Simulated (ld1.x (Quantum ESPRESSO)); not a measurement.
# Varying the PAW potential for iron (Fe)

Base potential:

```
Element                 : iron (Fe)
Generator               : ld1.x (Quantum ESPRESSO) 7.5
Type                    : PAW
Functional              : LDA (PZ)
Relativity              : scalar-relativistic
Frozen core             : [Ne]
Valence charge          : 16
Reference configuration : 3s2 3p6 3d6.5 4s1.5 4p0
Partial waves           : 3s (bound): rcut 1.10, rcutus 1.25 bohr; 4s (bound): rcut 1.10, rcutus 1.25 bohr; 3p (bound): rcut 1.35, rcutus 1.65 bohr; 4p (bound, empty): rcut 1.35, rcutus 1.65 bohr; 3d (bound): rcut 1.10, rcutus 1.30 bohr; 3d channel at 0.35 Ry: rcut 1.10, rcutus 1.30 bohr
Local potential         : all-electron potential smoothed inside 1.65 bohr (lloc = -1)
Core correction         : Bessel-smoothed model core, default radius (core density twice the valence density)
Augmentation charge     : PSQ, radius 1.20 bohr
```

All-electron outer shells of the reference configuration (LDA (PZ), scalar-relativistic, ld1.x):

```
shell  level (eV)  outermost node (bohr)  outermost maximum (bohr)
   2s     -815.13                   0.08                      0.22
   2p     -695.26                      –                      0.18
   3s      -91.06                   0.33                      0.70
   3p      -57.55                   0.30                      0.72
   3d       -5.73                      –                      0.72
   4s       -4.95                   1.01                      2.44
   4p       -1.18                   1.11                      3.46
```

Cutoffs, loose and tight: the cutoffs (Ry, on a coarse ladder) from which the occupation-weighted sum of valence levels, in a spherical-Bessel basis at the reference potential, stays within 10 and 1 mRy of its value at 400 Ry. They do not see the model core or the augmentation charge, which bear on the density cutoff. Test errors are all-electron minus pseudo excitation energies from the reference, over the configurations 3s2 3p6 3d6 4s2 4p0; 3s2 3p6 3d6 4s1 4p0; 3s2 3p6 3d6 4s0 4p0; 3s2 3p6 3d5 4s2 4p1; 3s2 3p6 3d5 4s2 4p0; 3s2 3p6 3d7 4s1 4p0; 3s2 3p6 3d4 4s0 4p0 (two spin-polarised tests are not counted in the largest error). A dash means not determined; rows that change the core or the reference have their own tests. The largest error is taken over the tests solved by every variant that gives reliable tests at all: 3s2 3p6 3d6 4s0 4p0; 3s2 3p6 3d6 4s1 4p0; 3s2 3p6 3d6 4s2 4p0.

```csv
change,outcome,"cutoff, loose","cutoff, tight",bound ghosts,largest test error (meV)
base,generated,70 Ry,110 Ry,none,-1.6
"waves 3d (bound): rcut 0.84, rcutus 0.88 bohr; 3d channel at 0.35 Ry: rcut 0.84, rcutus 0.88 bohr",failed: compute_q_3bess: problem with the q_i coefficients,–,–,–,–
"waves 3d (bound): rcut 0.90, rcutus 0.96 bohr; 3d channel at 0.35 Ry: rcut 0.90, rcutus 0.96 bohr",failed: compute_q_3bess: problem with the q_i coefficients,–,–,–,–
"waves 3d (bound): rcut 1.10, rcutus 1.32 bohr; 3d channel at 0.35 Ry: rcut 1.10, rcutus 1.32 bohr",generated,70 Ry,110 Ry,none,-1.6
"waves 3d (bound): rcut 1.10, rcutus 1.76 bohr; 3d channel at 0.35 Ry: rcut 1.10, rcutus 1.76 bohr",generated,45 Ry,70 Ry,none,test run stopped at test 1 of 9 (negative rho)
"waves 3d (bound): rcut 1.10, rcutus 1.94 bohr; 3d channel at 0.35 Ry: rcut 1.10, rcutus 1.94 bohr",generated,45 Ry,70 Ry,none,test run stopped at test 1 of 9 (negative rho)
```

(1) What comes out with this change to the base: waves 3d (bound): rcut 1.10, rcutus 1.60 bohr; 3d channel at 0.35 Ry: rcut 1.10, rcutus 1.60 bohr?

(2) What comes out with this change to the base: waves 3d (bound): rcut 1.10, rcutus 1.20 bohr; 3d channel at 0.35 Ry: rcut 1.10, rcutus 1.20 bohr?

(3) What comes out with this change to the base: waves 3d (bound): rcut 1.10, rcutus 1.48 bohr; 3d channel at 0.35 Ry: rcut 1.10, rcutus 1.48 bohr?

## Answers

(1) outcome: generated; cutoff, loose: 50 Ry; cutoff, tight: 80 Ry; bound ghosts: none; largest test error (meV): test run stopped at test 1 of 9 (negative rho).

(2) outcome: failed: find_q: problem finding q. Cause: no Bessel wave vectors were found for the pseudised augmentation function at its matching radius.

(3) outcome: generated; cutoff, loose: 50 Ry; cutoff, tight: 90 Ry; bound ghosts: none; largest test error (meV): -1.6.

Reading the sweep of the d radius (base included, trends over the rows without a ghost): The loose cutoff falls from 70 Ry at 1.3 to 45 Ry at 1.94 bohr. A larger radius leaves more room for a smooth pseudo-wave, so fewer plane waves are needed; a smaller one forces it to follow the all-electron wave where it bends sharply. The generation fails at 0.88, 0.96, 1.2 bohr.
